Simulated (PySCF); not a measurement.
Species: C₆H₇Cl₃O.
Numbering: `[CH3:1][C:2]1=[C:3]([C:4]([Cl:5])([Cl:6])[Cl:7])[O:8][CH2:9][CH2:10]1`

Structure used (GFN2-xTB), in Å, numbered top down from 1:
```xyz
17
C6H7Cl3O angstrom
C      0.0990    1.9403    0.4525
C     -0.2064    0.5136    0.1816
C      0.5564   -0.5718    0.3309
C      1.9582   -0.6711    0.8183
Cl     2.5056   -2.3494    0.8790
Cl     2.1023    0.0293    2.4539
Cl     3.0518    0.2420   -0.2618
O     -0.0412   -1.7508   -0.0249
C     -1.3618   -1.4481   -0.4794
C     -1.5455    0.0744   -0.3569
H      1.1131    2.0677    0.8153
H     -0.5935    2.3342    1.1960
H     -0.0258    2.5243   -0.4591
H     -1.4479   -1.7984   -1.5119
H     -2.0652   -2.0093    0.1418
H     -2.3529    0.3408    0.3280
H     -1.7531    0.5444   -1.3200
```

Definitions: NICS(0) = −σiso at the ring centroid; NICS(1) = −σiso and NICS(1)zz = −σzz at ±1 Å along the ring normal z. Level: GIAO PBE0/pcSseg-1 (PySCF, non-relativistic, gas phase) on the GFN2-xTB geometry, one conformer.

Ring bond lengths (Å), with Mayer bond orders in brackets: C2–C3 1.335 (1.68), C3–O8 1.369 (1.01), O8–C9 1.429 (0.89), C9–C10 1.538 (1.04), C10–C2 1.509 (1.07).

Q: What do the NICS probes read (ppm)?

A: 
```csv
ring,type,NICS(0),"NICS(1), two faces","NICS(1)zz, two faces",rms pucker (Å),"centre to ring atoms, mean (Å)"
C2–C3–O8–C9–C10,"5-membered ring with O; formal bonds 1 double, 4 single",-4.0,-2.0 / -2.0,-0.5 / -0.5,0.00,1.22
```

Q: What can be read from them?

A: 
- C2–C3–O8–C9–C10: mean NICS(1)zz -0.5 ppm, near zero. C9, C10 have four or more neighbours, so the value isn't read as a sign of a π ring current.

Q: What field does 11.7 T along the ring normal induce along that normal at the second NICS(1) probe listed for ring C2–C3–O8–C9–C10, 1 Å off the ring?

A: NICSzz × B0 = -0.5 ppm × 11.7 T = -6 μT, against the applied field.

Q: Give the inner angles of the rings and the Hirshfeld charges of the ring atoms.

A: 
- C2–C3–O8–C9–C10: C2 108.1° (-0.023 e), C3 114.9° (+0.020 e), O8 107.7° (-0.131 e), C9 107.1° (+0.016 e), C10 102.2° (-0.071 e); sum 540.0° against 540° for a flat convex ring.

Q: What are the shieldings of the ring atoms and their hydrogens in the same run (means over atoms taken as equivalent)?

A: 
```tsv
atoms	environment	σ isotropic (ppm)
C2	fully substituted alkene carbon	70.0
C3	vinylic carbon bearing oxygen	27.6
O8	cyclic ether oxygen	193.0
C9	sp3 carbon bound to oxygen	117.6
C10	allylic carbon	144.0
H14 (×2)	methylene hydrogen	27.20
H16 (×2)	methylene hydrogen	28.75
```
